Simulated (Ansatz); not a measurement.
Program: Ansatz. Geometries: PBE0-D4/def2-TZVP. ΔE: electronic, gas phase. CBS: MP2 limit from def2 TZ/QZ plus the TZ coupled-cluster correction, frozen cores. This one scheme is used for every species. DFT in def2-TZVPP. Each species was taken in one conformer, which may not be the lowest.

Reaction (ligand exchange at a B–C bond): `BBC=N` + HCl → `BBCl` + `C=N`

Q: Is it downhill or uphill in electronic energy at CCSD(T)/CBS, and by how much? (An estimate is asked.)

A: The calculation gave: Downhill: ΔE = -90.0 kJ/mol.

Q: What do these levels give: LDA (SPW92), PBE-D4, revPBE-D4, BLYP-D4, PBE0-D4, ωB97M-V? (Estimate.)

A: The calculation gave: LDA (SPW92) -72.5, PBE-D4 -78.1, revPBE-D4 -77.9, BLYP-D4 -80.1, PBE0-D4 -84.6, ωB97M-V -89.5 kJ/mol.

Q: What do rigid-rotor, harmonic-oscillator terms from PBE0-D4/def2-TZVP frequencies (298.15 K, 1 bar) make of the CCSD(T)/CBS value? (An estimate is asked.)

A: The calculation gave: ΔZPE = +10.0 kJ/mol, ΔH = -82.3 kJ/mol, ΔS = 13 J/(mol·K), ΔG = -86.1 kJ/mol.

Largest T1 diagnostic among the species: 0.015.

From BLYP to BHLYP (50 % exact exchange), in def2-TZVPP and without D4, ΔE moves by −9.7 kJ/mol. In def2-TZVPP, CCSD(T) changes the Hartree–Fock value by +9.0 kJ/mol (the triples alone add +0.6 kJ/mol) and MP2 by +5.3 kJ/mol.
